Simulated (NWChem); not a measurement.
Molecule: C2H5FOSi; SMILES C(/F)=C\[SiH2]O

```xyz
10

O     -0.7172    -2.3069     0.2955
Si     0.4437    -1.2032    -0.1724
C     -0.2388     0.5075    -0.4405
C      0.1931     1.5395     0.2841
F     -0.2585     2.7954     0.1190
H     -1.2149    -2.0906     1.0964
H      1.5303    -1.0592     0.8414
H      0.9895    -1.7681    -1.4279
H     -0.9973     0.7099    -1.1965
H      0.9433     1.4921     1.0701
```
Atoms are numbered in this order, from 1.

All runs: NWChem. Pople sets run with spherical d functions. All runs use the structure optimised with B3LYP/6-31G* (spherical d). Level: B3LYP/6-31G* with SMD (1 M gas to 1 M solution), gas-phase geometry. Reactions with the solvent are ignored.

For solvent toluene:

```yaml
cavity-dispersion-structure term (kcal/mol): -0.2
dipole in solution (D): 1.59
```

Q: How do the values read with solvent water instead?

A: The cavity-dispersion-structure term (kcal/mol) is 4.5. The dipole in solution (D) is 1.91.
